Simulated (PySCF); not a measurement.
## A survey of $^{33}$S NMR shifts

Equivalent nuclei averaged, non-relativistic Hamiltonian, in vacuum, one conformer. σ from GIAO-PBE0/pcSseg-1; coordinates at the GFN2-xTB level; PySCF 2.14.0 with density-fitted response routines.

Shieldings were converted by a linear fit to measured shifts: $^{33}$S (scatter 33.3 ppm rms vs sulfate, solution or neat liquid). A few per cent of atoms miss by over 2 rms, more outside the fitted compound classes.

Question: Give the $^{33}$S shifts of `Cc1cpc(F)s1`, `Cc1pcc(F)s1`, `CC[Si@H](S)S[SiH2]N`, `Cc1pc(F)cs1`, `C=CS[SiH2]SCC(F)(F)F`, `FC(F)(F)C[C@H]1CS[SiH2]S1`, `C[C@]1(C(F)(F)F)CS[SiH2]S1`, `CC[C@H](CSC)SC`, `C[SiH](C)SC(=S)C(F)(F)F`.

Answer: 
```json
{"compound": "Cc1cpc(F)s1", "environment": "aromatic ring sulfur", "δ (ppm)": "-35"}
{"compound": "Cc1pcc(F)s1", "environment": "aromatic ring sulfur", "δ (ppm)": "-45"}
{"compound": "[CH3:1][CH2:2][Si@H:3]([SH:4])[S:5][SiH2:6][NH2:7]", "environment": "S5: sulfur bonded to 2 Si", "δ (ppm)": "-530"}
{"compound": "[CH3:1][CH2:2][Si@H:3]([SH:4])[S:5][SiH2:6][NH2:7]", "environment": "S4: sulfur bonded to Si, H", "δ (ppm)": "-537"}
{"compound": "Cc1pc(F)cs1", "environment": "aromatic ring sulfur", "δ (ppm)": "-51"}
{"compound": "[CH2:1]=[CH:2][S:3][SiH2:4][S:5][CH2:6][C:7]([F:8])([F:9])[F:10]", "environment": "S3: sulfur bonded to C, Si", "δ (ppm)": "-395"}
{"compound": "[CH2:1]=[CH:2][S:3][SiH2:4][S:5][CH2:6][C:7]([F:8])([F:9])[F:10]", "environment": "S5: sulfur bonded to C, Si", "δ (ppm)": "-458"}
{"compound": "[F:1][C:2]([F:3])([F:4])[CH2:5][C@H:6]1[CH2:7][S:8][SiH2:9][S:10]1", "environment": "S10: sulfur bonded to C, Si, in a 5-membered ring", "δ (ppm)": "-393"}
{"compound": "[F:1][C:2]([F:3])([F:4])[CH2:5][C@H:6]1[CH2:7][S:8][SiH2:9][S:10]1", "environment": "S8: sulfur bonded to C, Si, in a 5-membered ring", "δ (ppm)": "-435"}
{"compound": "[CH3:1][C@:2]1([C:3]([F:4])([F:5])[F:6])[CH2:7][S:8][SiH2:9][S:10]1", "environment": "S10: sulfur bonded to C, Si, in a 5-membered ring", "δ (ppm)": "-365"}
{"compound": "[CH3:1][C@:2]1([C:3]([F:4])([F:5])[F:6])[CH2:7][S:8][SiH2:9][S:10]1", "environment": "S8: sulfur bonded to C, Si, in a 5-membered ring", "δ (ppm)": "-466"}
{"compound": "[CH3:1][CH2:2][C@H:3]([CH2:4][S:5][CH3:6])[S:7][CH3:8]", "environment": "S7: sulfide sulfur", "δ (ppm)": "-337"}
{"compound": "[CH3:1][CH2:2][C@H:3]([CH2:4][S:5][CH3:6])[S:7][CH3:8]", "environment": "S5: sulfide sulfur", "δ (ppm)": "-363"}
{"compound": "[CH3:1][SiH:2]([CH3:3])[S:4][C:5](=[S:6])[C:7]([F:8])([F:9])[F:10]", "environment": "S6: thione sulfur", "δ (ppm)": "526"}
{"compound": "[CH3:1][SiH:2]([CH3:3])[S:4][C:5](=[S:6])[C:7]([F:8])([F:9])[F:10]", "environment": "S4: sulfur bonded to C, Si", "δ (ppm)": "-63"}
```
